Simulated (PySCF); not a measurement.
# Excitation energy of C⁺ by level of theory

C⁺ [He] 2s2 2p1 (2P) → C⁺ [He] 2s1 2p2 (4P), as a difference of total energies. Computed with PySCF 2.14 in x2c-QZVPPall, with scalar relativity by spin-free X2C-1e. Correlated levels: valence: 1s2 frozen; valence and next inner shell: nothing frozen. The calculations carry no spin-orbit coupling.

```csv
method,excitation energy (eV)
UHF,3.652
LDA,4.918
PBE,4.942
PBE0,4.850
r2SCAN,4.387
BHandHLYP,5.305
revPBE,5.005
wB97X-V,5.300
HSE06,4.842
ROHF,3.531
MP2 (valence),4.776
SCS-MP2 (valence),5.215
MP2 (valence and next inner shell),4.763
SCS-MP2 (valence and next inner shell),5.205
```

**Question.** How much does correlation contribute at MP2 (valence and next inner shell)?

**Answer.** 4.763 − (3.652) = 1.111 eV, measured against UHF.

Errors of the correlated levels include the incompleteness of this basis and the frozen core.

For comparison: 5.331 eV (measured; NIST levels, between the centres of gravity of the two terms).
